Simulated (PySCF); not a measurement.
BFH₂S, SMILES FBS. The structure is a stationary point at B3LYP-D3(BJ)/def2-TZVP. The values are those of a single conformer.

TDA-LC-ωPBE/def2-SVPD (PySCF) puts the lowest singlet excitations at 6.89, 7.06, 7.11, 8.29, 8.67, 9.23 eV.

Problem. What are the lowest excitation roots from ADC(2)/aug-cc-pVDZ (PySCF)? (Estimate from the structure and the level; the computed values follow.)

Solution. 6.79, 6.81, 7.04, 7.91, 8.21, 8.45 eV. S1 differs by -0.10 eV (second minus first; roots are paired by order, and the bases may differ).
